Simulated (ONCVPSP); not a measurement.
antimony: variants of one ONCV potential

Base potential:

Sb (Z = 51), optimised norm-conserving Vanderbilt (ONCV), made with ONCVPSP 4.0.1 (LDA (Perdew-Wang 92), scalar-relativistic). Core [Ar] 3d10, reference 4s2 4p6 4d10 5s2 5p3. Waves: 4s+5s: rc 1.25 bohr, ncon 4, nbas 8, qcut 12.1 1/bohr, 2 projectors; 4p+5p: rc 1.60 bohr, ncon 4, nbas 8, qcut 6.7 1/bohr, 3 projectors, debl 2.9 Ha; 4d: rc 0.95 bohr, ncon 5, nbas 10, qcut 10.7 1/bohr, 2 projectors, debl 2.5 Ha; f scattering state at 0.27 Ha: rc 1.55 bohr, ncon 5, nbas 8, qcut 7.4 1/bohr, 1 projector. Local part: polynomial inside 0.70 bohr (lpopt 3, dvloc0 0 Ha). Core correction: none.

Cutoffs, loose and tight: the cutoffs (Ha) at which the residual kinetic energy of the hardest occupied pseudo-wave falls to 1 and 0.1 mHa per electron. They do not see the model core or the augmentation charge, which bear on the density cutoff. Test errors are all-electron minus pseudo excitation energies from the reference, over the configurations 4s2 4p6 4d10 5s2 5p2; 4s2 4p6 4d10 5s2 5p1; 4s2 4p6 4d10 5s2 5p0; 4s2 4p6 4d9 5s2 5p4. A dash means not determined; rows that change the core or the reference have their own tests.

```tsv
change	outcome	cutoff, loose	cutoff, tight	bound ghosts	GHOST(+) flags above zero	largest test error (meV)
base	generated	51 Ha	73 Ha	none	s	-13
all radii scaled by about 0.79 (s 0.98, p 1.26, d 0.74, f 1.22 bohr); local potential polynomial inside 0.56 bohr (lpopt 3, dvloc0 0 Ha)	failed: ERROR pspot: first pseudo wave function has node, program will stop	–	–	–	–	–
all radii scaled by about 0.86 (s 1.08, p 1.38, d 0.82, f 1.32 bohr); local potential polynomial inside 0.60 bohr (lpopt 3, dvloc0 0 Ha)	failed: ERROR pspot: first pseudo wave function has node, program will stop	–	–	–	–	–
all radii scaled by about 0.96 (s 1.20, p 1.54, d 0.92, f 1.48 bohr); local potential polynomial inside 0.68 bohr (lpopt 3, dvloc0 0 Ha)	generated	52 Ha	163 Ha	none	s	-13
all radii scaled by about 1.07 (s 1.34, p 1.72, d 1.02, f 1.66 bohr); local potential polynomial inside 0.76 bohr (lpopt 3, dvloc0 0 Ha)	generated	49 Ha	59 Ha	none	s	-13
all radii scaled by about 1.19 (s 1.48, p 1.90, d 1.12, f 1.84 bohr); local potential polynomial inside 0.82 bohr (lpopt 3, dvloc0 0 Ha)	generated	48 Ha	56 Ha	none	s, p	-14
all radii scaled by about 1.26 (s 1.58, p 2.02, d 1.20, f 1.96 bohr); local potential polynomial inside 0.88 bohr (lpopt 3, dvloc0 0 Ha)	failed: ERROR pspot: first pseudo wave function has node, program will stop	–	–	–	–	–
all radii scaled by about 1.34 (s 1.68, p 2.14, d 1.28, f 2.08 bohr); local potential polynomial inside 0.94 bohr (lpopt 3, dvloc0 0 Ha)	generated	46 Ha	52 Ha	none	none	+33
```

(1) What comes out with this change to the base: all radii scaled by about 0.90 (s 1.12, p 1.44, d 0.86, f 1.40 bohr); local potential polynomial inside 0.64 bohr (lpopt 3, dvloc0 0 Ha)?

(2) What comes out with this change to the base: all radii scaled by about 1.14 (s 1.42, p 1.82, d 1.08, f 1.78 bohr); local potential polynomial inside 0.80 bohr (lpopt 3, dvloc0 0 Ha)?

Results:

(1) outcome: generated; cutoff, loose: 63 Ha; cutoff, tight: 456 Ha; bound ghosts: none; GHOST(+) flags above zero: s, f; largest test error (meV): -12.

(2) outcome: generated; cutoff, loose: 48 Ha; cutoff, tight: 57 Ha; bound ghosts: none; GHOST(+) flags above zero: s, p; largest test error (meV): -16.

Reading the sweep of the scale of all radii (base = 1) (base included, trends over the rows without a ghost): The loose cutoff falls from 63 Ha at 0.9 to 46 Ha at 1.34. A larger radius leaves more room for a smooth pseudo-wave, so fewer plane waves are needed; a smaller one forces it to follow the all-electron wave where it bends sharply. The median size of the test errors (rows with all tests solved) rises from 4.3 meV at 0.9 to 11.0 meV at 1.34, with one reversal. More of the atom is replaced by a form fitted at one configuration, so other configurations suffer as the radius grows. The generation fails at 0.79, 0.86, 1.26.
